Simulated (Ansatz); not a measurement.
Ansatz (an electronic-structure program) input:

Ansatz 0.2 input:
```yaml
crystal:
  periodic: [false, false, false]
  atoms:
    - {symbol: Ag, position_ang: [-0.74274343, -0.70768798, -0.70150001]}
    - {symbol: Cl, position_ang: [0.74874579, 0.66310682, 0.73233043]}
basis:
  gaussian:
    orbitals: def2-TZVP
hamiltonian:
  xc: b3lyp
  dispersion: d3bj
magnetization: {spin_polarized: true, initial_magnetization: 2}
relax: {f_tol: 0.002, max_steps: 150}
```

Problem. Which total energy does the run end on?

Solution. -607.20095 Eh (B3LYP-D3(BJ)/def2-TZVP). The basis has 77 functions.

The spin state was set by rule; other spins were not relaxed.
